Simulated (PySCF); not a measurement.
F2Ge (SMILES [F][Ge][F]), singlet, at a GFN2-xTB geometry; CAMB3LYP/6-31G** (PySCF).

The PySCF input:
```python
from pyscf import gto, scf, dft

mol = gto.Mole()
mol.atom = '''
    Ge    0.01332486   -0.01119836    0.43892087
    F     0.62471047    1.17087434   -0.77062296
    F    -0.67208775   -1.13105795   -0.78998457
'''
mol.basis = '6-31g**'
mol.verbose = 4
mol.build()

mf = dft.RKS(mol)
mf.xc = 'camb3lyp'
mf.grids.radi_method = dft.radi.gauss_chebyshev
mf.kernel()
mf.analyze()
```

The log (banner, timings and long lists left out):

```
PySCF version 2.14.0

[INPUT] verbose = 4
[INPUT] num. atoms = 3
[INPUT] num. electrons = 50
[INPUT] charge = 0
[INPUT] spin (= nelec alpha-beta = 2S) = 0
[INPUT] symmetry False subgroup None
[INPUT] Mole.unit = angstrom
[INPUT] Symbol           X                Y                Z      unit          X                Y                Z       unit  Magmom
[...]
nuclear repulsion = 185.714415709714
number of shells = 24
number of NR pGTOs = 149
number of NR cGTOs = 60
basis = 6-31g**
ecp = {}

******** <class 'pyscf.dft.rks.RKS'> ********
method = RKS
initial guess = minao
damping factor = 0
level_shift factor = 0
DIIS = <class 'pyscf.scf.diis.CDIIS'>
diis_start_cycle = 1
diis_space = 8
diis_damp = 0
SCF conv_tol = 1e-09
SCF conv_tol_grad = None
SCF max_cycles = 50
direct_scf = True
direct_scf_tol = 1e-13
XC library pyscf.dft.libxc version 7.1.2
    S. Lehtola, C. Steigemann, M. J. T. Oliveira, and M. A. L. Marques,  SoftwareX 7, 1–5 (2018)
XC functionals = camb3lyp
    T. Yanai, D. P. Tew, and N. C. Handy,  Chem. Phys. Lett. 393, 51 (2004)
radial grids: Gauss-Chebyshev [JCP 108, 3226 (1998); DOI:10.1063/1.475719) radial grids
becke partition: Becke, JCP 88, 2547 (1988); DOI:10.1063/1.454033
pruning grids: <function nwchem_prune>
grids dens level: 3
symmetrized grids: False
atomic radii adjust function: <function treutler_atomic_radii_adjust>
small_rho_cutoff = 0
Set gradient conv threshold to 3.16228e-05
Initial guess from minao.
tot grids = 48528
init E= -2275.74980608095
[...]
cycle= 1 E= -2276.36238170244  delta_E= -0.613  |g|= 0.999  |ddm|= 1.58
[...]
cycle= 2 E= -2276.03341901174  delta_E= 0.329  |g|= 1.76  |ddm|= 1.78
[...]
cycle= 3 E= -2276.54161446815  delta_E= -0.508  |g|= 0.0556  |ddm|= 1.08
[...]
cycle= 4 E= -2276.54192014764  delta_E= -0.000306  |g|= 0.0395  |ddm|= 0.0604
[...]
cycle= 5 E= -2276.54208005474  delta_E= -0.00016  |g|= 0.00314  |ddm|= 0.0154
[...]
cycle= 6 E= -2276.54208524109  delta_E= -5.19e-06  |g|= 0.000826  |ddm|= 0.00667
[...]
cycle= 7 E= -2276.54208555721  delta_E= -3.16e-07  |g|= 0.000225  |ddm|= 0.0017
[...]
cycle= 8 E= -2276.54208557916  delta_E= -2.19e-08  |g|= 2.65e-05  |ddm|= 0.000434
[...]
cycle= 9 E= -2276.54208557961  delta_E= -4.52e-10  |g|= 8.8e-06  |ddm|= 6.18e-05
[...]
Extra cycle  E= -2276.5420855796  delta_E= 1.09e-11  |g|= 1.25e-05  |ddm|= 1.34e-05
converged SCF energy = -2276.5420855796
**** SCF Summaries ****
Total Energy =                       -2276.542085579602826
Nuclear Repulsion Energy =             185.714415709714444
One-electron Energy =                -3542.903329212897006
Two-electron Energy =                 1080.646827923579622
Two-electron Coulomb Energy =         1180.706905551054206
DFT Exchange-Correlation Energy =     -100.060077627474655
HOMO-LUMO gap [eV] =                     8.732089503104222
**** MO energy ****
[...]
 ** Mulliken pop on meta-lowdin orthogonal AOs  **
 ** Mulliken pop  **
 ** Mulliken atomic charges  **
charge of    0Ge =      0.89031
charge of    1F =     -0.44515
charge of    2F =     -0.44516
Dipole moment(X, Y, Z, Debye):  0.08156, -0.06849,  2.68592
```
